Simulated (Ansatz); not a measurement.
The same path of a periodic cell of 17 atoms, Be16H (host Be, host structure hcp, interstitial H) was run twice with different band settings.

These are results of DFT PBE, scalar-relativistic, plane waves, PAW in Ansatz, not measurements. Settings: cutoff 420 eV, k mesh 5x5x3, fermi-dirac smearing 0.15 eV, no spin polarisation.

Relaxed end points:

```xyz
17
Lattice="-2.2900 -3.9664 0.0000 3.4350 -1.9832 0.0000 0.0000 0.0000 7.1769" Properties=species:S:1:pos:R:3
Be 0.009 -3.970 0.010
Be 0.006 -2.649 1.797
Be 0.008 -3.970 3.572
Be 0.005 -2.684 5.363
Be -1.176 -2.003 0.032
Be 2.308 -2.653 1.817
Be -1.148 -1.983 3.597
Be 2.265 -2.629 5.365
Be 1.176 -2.001 0.030
Be 1.153 -0.662 1.797
Be 1.133 -1.975 3.577
Be 1.184 -0.644 5.362
Be 0.001 0.039 0.032
Be 1.143 -4.625 1.821
Be 0.000 0.004 3.597
Be 1.143 -4.624 5.384
H 0.004 -1.321 6.287
```

```xyz
17
Lattice="-2.2900 -3.9664 0.0000 3.4350 -1.9832 0.0000 0.0000 0.0000 7.1769" Properties=species:S:1:pos:R:3
Be 0.004 -3.970 0.021
Be 0.001 -2.648 1.796
Be 0.004 -3.969 3.583
Be 0.000 -2.683 5.408
Be -1.152 -1.983 -0.003
Be 2.302 -2.652 1.777
Be -1.182 -2.001 3.562
Be 2.260 -2.628 5.406
Be 1.129 -1.975 0.017
Be 1.148 -0.661 1.796
Be 1.171 -1.999 3.564
Be 1.178 -0.643 5.408
Be -0.005 0.004 -0.003
Be 1.137 -4.624 1.772
Be -0.004 0.039 3.562
Be 1.138 -4.624 5.387
H -0.002 -1.322 4.485
```

Common settings: climbing image yes; spring 5.0 eV/Å²; optimiser quadratic models (default); force threshold 0.05 eV/Å; end points relaxed.

| run | movable images | start path | iteration limit | theory |
| --- | --- | --- | --- | --- |
| 1 | 5 | IDPP | 26 | DFT PBE, scalar-relativistic, plane waves, PAW cutoff 420 eV, k mesh 5x5x3, fermi-dirac smearing 0.15 eV, no spin polarisation |
| 2 | 3 | default | 43 | DFT PBE, scalar-relativistic, plane waves, PAW cutoff 250 eV, k mesh 5x5x3, fermi-dirac smearing 0.15 eV, no spin polarisation |

(1) What does each run give, and how far can it be trusted?

Results:

(1) Run 1: converged after 9 iterations, highest image 0.479 eV above the first end. By the program's own check the climbing image is a first-order saddle point (lowest curvatures found: -2.99 and 1.11 eV/Å²).
Run 2: converged after 3 iterations, highest image 0.487 eV above the first end. The order of the stationary point at the top wasn't checked. The plane-wave cutoff is below what these datasets need, so energies and pressures aren't converged.
Limits of this set-up: coarse k mesh, odd electron count without spin.
